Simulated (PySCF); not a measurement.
Computed IR spectrum (relative IR intensity) of a molecule CH5F2NOSi. Coordinates come from a PBE0-D3(BJ)/def2-SVP optimisation. The values are those of a single conformer. Computed with PBE0-D3(BJ)/def2-SVP (PySCF 2.14.0). Frequencies are harmonic and unscaled.

Lines under 2 % of the strongest are left out, and lines within 2 cm⁻¹ are merged.

| ν (cm⁻¹) | relative intensity |
|---|---|
| 187 | 9.3 |
| 208 | 4.1 |
| 289 | 8.8 |
| 304 | 28 |
| 330 | 2.1 |
| 345 | 20 |
| 407 | 9.8 |
| 682 | 2.2 |
| 770 | 31 |
| 869 | 100 |
| 912 | 16 |
| 947 | 45 |
| 983 | 44 |
| 1087 | 5.9 |
| 1113 | 2.4 |
| 1416 | 2.5 |
| 1642 | 6.1 |
| 3064 | 2.7 |
| 3624 | 2.0 |
| 3937 | 35 |

Task: Which structure fits?
A. CO[Si](N)(F)F
B. NC[Si](O)(F)F
C. CN[Si](O)(F)F
D. N[Si@](O)(F)CF

Result: B, NC[Si](O)(F)F
